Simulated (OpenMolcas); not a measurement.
## Ions of charge +4 along the 3d row on the Ge site of Cs2GeF6

* Program: OpenMolcas 26.06
* Method: CASSCF
* Spin-orbit coupling: RASSI with atomic mean-field integrals over the reference wave functions

The d shell is active. Each dopant is a cluster with its nearest anions in model potentials and point charges, with no relaxation. Distances were set from a Shannon-type radius of the metal (high-spin where two are listed) plus a fixed donor radius (F 1.31 Å), in hosts weighted 0.65 to 0.35 with the host's distance in the model lattice. Ligand basis ANO-RCC-VDZP, DKH2 Hamiltonian. States (labels of O, the rotations of Oh). Energies in cm-1 above the lowest state or level, χT in cm3 K/mol; under a threefold ground state the first gap can be a small split of the lowest multiplet, not the spin-orbit step; 10Dq and B are least-squares fits to the states below 45000 cm-1, weighted by degeneracy, with a free offset, and given where the rms deviation is under 5 % of |10Dq| (or 100 cm-1) and under 700 cm-1. Spin-only χT is S(S+1) / 2 for the spin of the ground state.

```csv
Ion,Shell,R (Å),Metal basis,Ground state,First state of that spin,10Dq,B (rms of fit),First gap with spin-orbit (degeneracies),χT at 300 K,First state of another spin,Spin-only χT
V4+,3d1,1.86,ANO-RCC-VTZP,2T2,2E 20464,20464,,"334.8 (4, 2)",0.363,,0.375
Cr4+,3d2,1.84,ANO-RCC-VTZP,3T1,3T2 18524,19902,1035 (361),"6.9 (2, 3)",0.729,1T2 15030,1.000
Mn4+,3d3,1.827,ANO-RCC-VTZP,4A2,4T2 20506,,,"20337 (4, 4)",1.832,2E 21133,1.875
Fe4+,3d4,1.863,ANO-RCC-VTZP,5E,5T2 20763,,,"15.9 (1, 3)",2.959,3T1 10055,3.000
Co4+,3d5,1.827,ANO-RCC-VTZP,6A1,,,,"16922 (6, 2)",4.381,2S+1 = 4: 17180,4.375
Ni4+,3d6,1.795,ANO-RCC-VTZP,5T2,5E 19389,,,"314.7 (3, 2)",4.084,1A1 2604,3.000
```

Every ion keeps the highest spin of its shell. χT departs most from the spin-only value for Ni4+, by +1.084 cm3 K/mol.

Ligand-to-metal charge-transfer states are missing. With metal d orbitals alone and no dynamic correlation 10Dq can be off by a tenth to a fifth, either way, in oxide and fluoride hosts. An orbital triplet at a regular site is open to Jahn-Teller coupling, which can distort the site and quench the lowest spin-orbit gaps and is left out (holds for V4+; Cr4+; Ni4+). The least metal-like active orbital is 82 % on the metal (Löwdin) and no ligand orbital is active, so the numbers are rough (holds for V4+). Without dynamic correlation the repulsion within the d shell is too large (B by tens of per cent), so at a given field states of lower spin stand too high (holds for Cr4+; Mn4+; Fe4+; Co4+; Ni4+). The least metal-like active orbital is 81 % on the metal (Löwdin) and no ligand orbital is active, so the numbers are rough (holds for Cr4+). With no ligand orbital active B as a rule stays too high, so bands that hang on it stand too high and its fall with covalency is understated (holds for Cr4+; Mn4+; Fe4+; Co4+; Ni4+). The least metal-like active orbital is 80 % on the metal (Löwdin) and no ligand orbital is active, so the numbers are rough (holds for Mn4+). An orbital doublet at a regular site is open to a Jahn-Teller distortion, which this geometry leaves out (holds for Fe4+). This shell can be high or low spin here, a state of another spin lies low, and with metal d orbitals alone active their balance is uncertain, so the ground spin may be wrong (holds for Fe4+; Ni4+). The least metal-like active orbital is 77 % on the metal (Löwdin) and no ligand orbital is active, so the numbers are rough (holds for Fe4+). CASSCF with metal d orbitals alone favours high spin, so a ground state of lower spin is not ruled out (holds for Co4+). The least metal-like active orbital is 76 % on the metal (Löwdin) and no ligand orbital is active, so the numbers are rough (holds for Co4+). The least metal-like active orbital is 68 % on the metal (Löwdin) and no ligand orbital is active, so the numbers are rough, and ground spin, moment and any spin crossover can be artefacts of this space; highly charged d ions in such sites are as a rule low spin (holds for Ni4+). No measured value stands beside these numbers; the geometry was set by hand and not optimised.

A state without a sure symmetry label is named by its multiplicity alone.
